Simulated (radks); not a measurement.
Values are calculated unless marked as measured or tabulated.
Problem. The table gives one normalised radial function P(r) = r R(r) (large component) of Co15+ in [Ne] 3s2 (r in bohr). Level of theory: Dirac Kohn-Sham, exchange-only PBE, spin-unpolarised, spherical densities, finite nucleus; Fermi nuclear charge, rms radius 3.7875 fm (a radial shooting solver on a logarithmic mesh with Libxc functionals).

| r | P |
|---|---|
| 0.003256 | 0.0087 |
| 0.004042 | 0.0125 |
| 0.005056 | 0.0184 |
| 0.006326 | 0.0272 |
| 0.007914 | 0.0403 |
| 0.009901 | 0.0597 |
| 0.01239 | 0.0882 |
| 0.01537 | 0.1279 |
| 0.01923 | 0.1868 |
| 0.02406 | 0.2702 |
| 0.0301 | 0.3857 |
| 0.03766 | 0.5409 |
| 0.04712 | 0.7419 |
| 0.05895 | 0.9897 |
| 0.07316 | 1.2649 |
| 0.09153 | 1.5648 |
| 0.1145 | 1.8382 |
| 0.1433 | 2.0268 |
| 0.1792 | 2.0681 |
| 0.2242 | 1.9199 |
| 0.2783 | 1.6027 |
| 0.3482 | 1.1581 |
| 0.4356 | 0.7046 |
| 0.5449 | 0.3466 |
| 0.6817 | 0.1309 |
| 0.8529 | 0.0354 |
| 1.059 | 0.0068 |
| 1.324 | 0.0007 |
| 1.657 | 0.0000 |
| 2.073 | 0.0000 |

Which n and l does it have? It may be an empty orbital.

Solution. n = 2, l = 1: the number of nodes gives n - l - 1 = 0, the rise at small r points to l (for j = l - 1/2 the large component starts outside the nucleus as r^gamma with gamma = sqrt(l^2 - (Z/c)^2) = 0.98 and the r^(l+1) term takes over further out; the orbital of l - 1 with the same j starts with the same power, but with a larger coefficient, and does not steepen), and the extent must fit the shell. The curve is that of 2p1/2; the two j differ most near the nucleus, where j = l - 1/2 has the larger amplitude, and in heavy atoms j = l - 1/2 is also the more compact. 2p1/2: eigenvalue -1266.9 eV, 0 radial nodes, <r> = 0.219 bohr, 90 % of the charge inside 0.358 bohr.
